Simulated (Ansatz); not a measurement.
System: ZnCl2, charge 0, multiplicity 3. The spin state was set by rule; other spins were not relaxed. 
Geometry from a B3LYP-D3(BJ)/def2-TZVP (Ansatz, a program for electronic structure) optimisation:
```xyz
3

Zn    -0.4451    -0.6801    -0.6465
Cl     1.3723     0.8309    -0.3467
Cl    -0.5869     0.3693     1.4876
```
Charge 0, spin multiplicity 3.

Total electronic energies in hartree. Valence correlation only, unless marked. Open shells are spin-unrestricted. No spin-orbit coupling. The frozen core is the preceding noble-gas configuration, with the filled d and f shells of earlier blocks. Non-relativistic. Basis-set limits of correlation are two-point, X^-3; Hartree-Fock from the larger set. [CCSD(T)-MP2]/basis is that difference in the basis named. The program attaches cautions to a run behind MP2/6-31G*: other roots. The program attaches cautions to a run behind SCS-MP2/6-31G: other roots. The program attaches cautions to a run behind SCS-MP2/6-31G*: other roots. The program attaches cautions to a run behind CCSD/6-31G: other roots. The program attaches cautions to a run behind CCSD/6-31G*: other roots. The program attaches cautions to a run behind CCSD/def2-SVP: other roots. The program attaches cautions to a run behind CCSD(T)/6-31G: other roots. The program attaches cautions to a run behind RI-MP2/CBS(def2-TZVPP,def2-QZVPP)+[CCSD(T)-MP2]/def2-SVP: other roots.

```json
[
 {"level": "HF/def2-TZVPPD", "program": "Ansatz", "energy (Eh)": "-2696.82617"},
 {"level": "PBE-D4/def2-TZVPD", "program": "Ansatz + dftd4", "energy (Eh)": "-2699.17250"},
 {"level": "revPBE/def2-TZVPD", "program": "Ansatz", "energy (Eh)": "-2699.52385"},
 {"level": "PBE0-D3(BJ)/def2-TZVPD", "program": "Ansatz + dftd3", "energy (Eh)": "-2699.25810"},
 {"level": "r2SCANh/def2-TZVPD", "program": "Ansatz", "energy (Eh)": "-2699.71667"},
 {"level": "HSE06-D3(BJ)/def2-TZVPD", "program": "Ansatz + dftd3", "energy (Eh)": "-2699.24130"},
 {"level": "HSE06/def2-TZVPD", "program": "Ansatz", "energy (Eh)": "-2699.23898"},
 {"level": "CAM-B3LYP-D4/def2-TZVPD", "program": "Ansatz + dftd4", "energy (Eh)": "-2699.94595"},
 {"level": "LC-wPBE-D3(BJ)/def2-TZVPD", "program": "Ansatz + dftd3", "energy (Eh)": "-2699.31488"},
 {"level": "MP2/6-31G*", "program": "Ansatz", "energy (Eh)": "-2696.94135"},
 {"level": "MP2/def2-SVPD", "program": "Ansatz", "energy (Eh)": "-2696.86276"},
 {"level": "RI-MP2/def2-QZVPP", "program": "Ansatz", "energy (Eh)": "-2697.81560"},
 {"level": "SCS-MP2/6-31G", "program": "Ansatz", "energy (Eh)": "-2696.68449"},
 {"level": "SCS-MP2/6-31G*", "program": "Ansatz", "energy (Eh)": "-2696.90458"},
 {"level": "SCS-MP2/def2-TZVPPD", "program": "Ansatz", "energy (Eh)": "-2697.61175"},
 {"level": "CCSD/STO-3G", "program": "Ansatz", "energy (Eh)": "-2666.76154"},
 {"level": "CCSD/6-31G", "program": "Ansatz", "energy (Eh)": "-2696.70391"},
 {"level": "CCSD/6-31G*", "program": "Ansatz", "energy (Eh)": "-2696.94669"},
 {"level": "CCSD/def2-SVP", "program": "Ansatz", "energy (Eh)": "-2696.81098"},
 {"level": "CCSD/def2-TZVPP", "program": "Ansatz", "energy (Eh)": "-2697.66441"},
 {"level": "CCSD(T)/6-31G", "program": "Ansatz", "energy (Eh)": "-2696.70926"},
 {"level": "RI-MP2/CBS(def2-TZVPP,def2-QZVPP)+[CCSD(T)-MP2]/def2-SVP", "program": "Ansatz", "energy (Eh)": "-2697.8898"},
 {"level": "RI-MP2/CBS(def2-TZVPPD,def2-QZVPPD)+[CCSD(T)-MP2]/def2-TZVPPD", "program": "Ansatz", "energy (Eh)": "-2697.8909"}
]
```

Totals of different functionals don't rank their quality; only differences between species are comparable.
